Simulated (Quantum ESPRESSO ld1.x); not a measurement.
The numbers below are computed, except where a source is named.
Question: The mean radii <r> (bohr) of the occupied orbitals of an atom or ion are listed with their occupations. Code: ld1.x of Quantum ESPRESSO 7.5. Model: Dirac Kohn-Sham, relativistic LDA (MacDonald-Vosko exchange, VWN5 correlation), spin-unpolarised, spherical densities, point nucleus.

| orbital | occ. | <r> |
|---|---|---|
| 1s1/2 | 2 | 0.03440 |
| 2s1/2 | 2 | 0.1497 |
| 2p1/2 | 2 | 0.1273 |
| 2p3/2 | 4 | 0.1320 |
| 3s1/2 | 2 | 0.4166 |
| 3p1/2 | 2 | 0.4099 |
| 3p3/2 | 4 | 0.4206 |
| 3d3/2 | 4 | 0.3973 |
| 3d5/2 | 6 | 0.4008 |
| 4s1/2 | 2 | 1.052 |
| 4p1/2 | 2 | 1.139 |
| 4p3/2 | 4 | 1.168 |
| 4d3/2 | 4 | 1.525 |
| 4f5/2 | 1 | 5.167 |

Name the element and its charge. Open shells, if any, fill j = l - 1/2 first.

Answer: Z = 43, technetium, charge +2: Tc2+ in [Kr] 4d4 4f1. The 1s radius gives Z: for a bare nucleus <r> = (2 gamma + 1)/(2Z) with gamma = sqrt(1 - (Z/c)^2), 0.03371 bohr for Z = 43, and screening makes it slightly larger (0.03440 here). The occupations add up to 41, and the charge is Z minus that.
